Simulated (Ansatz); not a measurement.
Basis sets compared for (H2Ga-mu-OH)2 (Ga₂O₂H₆). Total charge 0; singlet. Geometry PBE-D4/def2-SVP. Ansatz on 2 threads of Arm Neoverse V2 on a shared host; times are rough, and most runs start from earlier orbitals.

```xyz
10

Ga    1.206   -0.940   -0.172
H     0.876   -2.477   -0.304
H     2.625   -0.252   -0.195
O    -0.079    0.122   -1.217
Ga   -1.205    0.942    0.172
H    -0.872    2.477    0.304
H    -2.625    0.256    0.196
O     0.079   -0.122    1.217
H    -0.143    0.215   -2.179
H     0.138   -0.221    2.178
```

Binding counts from free atoms (Ga doublet, H doublet, O triplet) in the same basis, without a counterpoise term.

| level | functions | energy (Eh) | HOMO (eV) | LUMO (eV) | binding per atom (eV) | wall time |
| --- | --- | --- | --- | --- | --- | --- |
| PBE-D4/def2-SVP | 122 | -4002.4851 | -6.21 | -1.19 | 3.07 | 1.9 s |
| PBE-D4/def2-TZVP (with forces) | 194 | -4003.1647 | -6.33 | -1.39 | 3.04 | 3.9 s |
| r2SCAN-D4/def2-TZVP | 194 | -4003.8268 | -6.67 | -0.97 | 3.08 | 7 s |
| PBE0-D4/def2-SVP | 122 | -4002.5754 | -7.59 | -0.38 | 3.03 | 2.9 s |
| PBE0-D4/def2-TZVP | 194 | -4003.2503 | -7.67 | -0.59 | 3.00 | 5.5 s |

**Question.** Estimate the rows for PBE-D4/def2-TZVPD, r2SCAN-D4/def2-TZVPD, PBE0-D4/def2-TZVPD.

**Answer.** 
```tsv
level	functions	energy (Eh)	HOMO (eV)	LUMO (eV)	binding per atom (eV)	wall time
PBE-D4/def2-TZVPD	242	-4003.1681	-6.38	-1.55	3.04	5.5 s
r2SCAN-D4/def2-TZVPD	242	-4003.8295	-6.70	-1.09	3.08	12 s
PBE0-D4/def2-TZVPD	242	-4003.2531	-7.70	-0.81	3.00	8.5 s
```
